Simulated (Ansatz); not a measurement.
Pulling on the Si1–F2 bond in F2H2Si (SMILES F[SiH2]F) (multiplicity 1 held, fragments rigid). Energies count from the point at 1.592 Å.
Geometry at that point (charge 0, multiplicity 1):
```xyz
5

Si     0.2240    -0.1459     0.3605
F     -0.8952    -0.9509    -0.4350
F      0.4091     1.2675    -0.3474
H      1.4898    -0.8862     0.2617
H     -0.2505     0.0788     1.7333
```

Restricted levels (R-, RO-) in cc, def2 and unpolarised 6-31G sets keep to the state of the molecule at rest. Active spaces are followed from a long bond inwards. Curves can end on different states.

Frozen-core correlation.

Run with Ansatz (a program for electronic structure). Values without a source in brackets are computed.

Question: What energy at R = 5.093 Å does R-HF/cc-pV(D+d)Z give?

Answer: 236.7 kcal/mol

Question: Estimate the energy at R = 5.093 Å that CASSCF(6,4)/cc-pV(D+d)Z returns for this input.

Answer: 127.6 kcal/mol

Question: Estimate the energy at R = 5.093 Å that FIC-MRCISD+Q on CASSCF(6,4)/cc-pV(D+d)Z returns for this input.

Answer: 145.2 kcal/mol

Doubts at one or more of the structures used: a restricted determinant that unrestricted orbitals would lower (R-HF/cc-pV(D+d)Z); active orbitals that take no part (CASSCF(6,4)/cc-pV(D+d)Z, FIC-MRCISD+Q on CASSCF(6,4)/cc-pV(D+d)Z).
